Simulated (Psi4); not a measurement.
Relaxed torsion scan: SMILES OCO[SiH3]. Scanned: dihedral H5–O1–C2–O3 and dihedral O1–C2–O3–Si4; all other coordinates were relaxed at GFN2-xTB. Points at φ and −φ are mirror images. Heavy atoms are numbered in the order of the SMILES OCO[SiH3], hydrogens after them in the order of the atoms that carry them; the mirror image has the same energies with the sign of each dihedral reversed.

Method: PBE/def2-SVP // GFN2-xTB run with Psi4.

Energy in kcal/mol above the lowest grid point; x is the dihedral H5–O1–C2–O3 (°), y the dihedral O1–C2–O3–Si4 (°).

```
y \ x  -150  -120  -90  -60  -30    0   30   60   90  120  150  180
-----  ----  ----  ---  ---  ---  ---  ---  ---  ---  ---  ---  ---
180     6.6   5.3  3.1  2.1  3.3  4.4  3.3  2.1  3.1  5.3  6.6  6.8
150     6.7   5.5  3.2  2.2  3.4  4.4  3.3  2.2  3.1  5.2  6.4  6.7
120     6.5   5.4  3.3  2.6  3.9  4.7  3.2  2.0  3.1  5.1  6.2  6.5
90      5.2   4.2  2.5  2.5  4.3  4.8  2.6  1.1  2.1  4.2  5.2  5.3
60      3.7   3.0  1.9  2.5  4.7  5.1  2.3  0.1  1.0  3.2  4.2  4.1
30      2.9   2.2  1.6  2.8  6.1  6.9  3.3  0.0  0.3  2.5  3.8  3.6
0       3.4   2.1  0.7  1.7  5.7  8.4  5.7  1.7  0.7  2.1  3.4  3.8
-30     3.8   2.5  0.3  0.0  3.3  6.9  6.1  2.8  1.6  2.2  2.9  3.6
-60     4.2   3.2  1.0  0.1  2.3  5.1  4.7  2.5  1.9  3.0  3.7  4.1
-90     5.2   4.2  2.1  1.1  2.6  4.8  4.3  2.5  2.5  4.2  5.2  5.3
-120    6.2   5.1  3.1  2.0  3.2  4.7  3.9  2.6  3.3  5.4  6.5  6.5
-150    6.4   5.2  3.1  2.2  3.3  4.4  3.4  2.2  3.2  5.5  6.7  6.7
```

Points that lie below all their neighbours on the grid: x = -60, y = -30 (0.0 kcal/mol); x = 60, y = 30 (0.0 kcal/mol); x = -60, y = 180 (2.1 kcal/mol); x = 60, y = 180 (2.1 kcal/mol). The lowest path on the grid from the first to the second passes x = 180, y = -30 at 3.6 kcal/mol.
